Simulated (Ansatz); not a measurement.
Gas-phase electronic energies from Ansatz, PBE0-D4/def2-TZVP geometries. CCSD(T)/CBS is the MP2 limit (def2-TZVPP, def2-QZVPP) plus CCSD(T) − MP2 in def2-TZVPP, frozen cores. This one scheme is used for every species, atoms too. DFT in def2-TZVPP. B3LYP here is the variant with VWN-RPA as its local correlation; programs differ in this. Open shells (•) are unrestricted, without spin–orbit coupling. Spin–orbit coupling would lower the free atoms: a little for C, O, S; strongly for In. def2 core potentials past Kr. Bonds to In are less sure, by a few kJ/mol each and by 10 to 20 or more in all where they break to atoms, as the def2 sets lack core-valence functions. One conformer a species, not always the lowest.

`C[O][In]([NH2])[SH]` → C• + 6 H• + In• + N• + O• + S•  (atomization)

CCSD(T)/CBS gives +3615.9 kJ/mol.

Task: Another level gave +3538.8 kJ/mol. Which?
A. BLYP-D4/def2-TZVPP
B. PBE0/def2-TZVPP
C. LDA (SPW92)/def2-TZVPP
D. B3LYP/def2-TZVPP

Result: D. B3LYP 3538.8, PBE0 3556.1, BLYP-D4 3583.5, LDA (SPW92) 4166.7 kJ/mol.

Largest T1 diagnostic among the species: 0.015.

From PBE to PBE0 (25 % exact exchange), in def2-TZVPP and without D4, ΔE moves by −86.1 kJ/mol: exact exchange takes away binding that semilocal exchange gives to molecules. The D4 term adds +35.7 kJ/mol with B3LYP and +19.1 kJ/mol with PBE0; it sums over pairs of atoms, weighted by their polarisabilities, and B3LYP, whose exchange is more repulsive, gets the larger term. In def2-TZVPP, CCSD(T) changes the Hartree–Fock value by +1074.5 kJ/mol (the triples alone add +68.1 kJ/mol) and MP2 by +1125.8 kJ/mol; breaking electron pairs costs correlation energy, which Hartree–Fock lacks.

For atomizations the MP2-based limit and the directly extrapolated one differ by several kJ/mol either way, and by 10 to 25 for some Ge, Se and Sn compounds, so smaller differences from it don't rank the levels.
